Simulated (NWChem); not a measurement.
Molecule: C$_{2}$H$_{5}$AlO; SMILES [OH][AlH][CH]=C

Results from NWChem. Coordinates come from a PBE0/def2-SVP optimisation. Gas phase, vertical. One conformer.

B3LYP/def2-SVPD, TDA puts singlet state 2 at 6.08 eV with oscillator strength 0.184.

### Question
Give the wavelength, the transition dipole and the radiative lifetime of that state in vacuum.

### Answer

1. λ = 1239.84/6.08 = 204 nm, or 49040 cm⁻¹.
2. f = (2/3) ΔE μ² in atomic units, so μ = √(1.5 f/ΔE) = 1.11 a.u. = 2.82 D.
3. τ = 1.499 s cm⁻² / (f ν²) = 3.4 ns, for a non-degenerate state that emits at the vertical energy; a higher state like this one mostly decays faster by other paths.
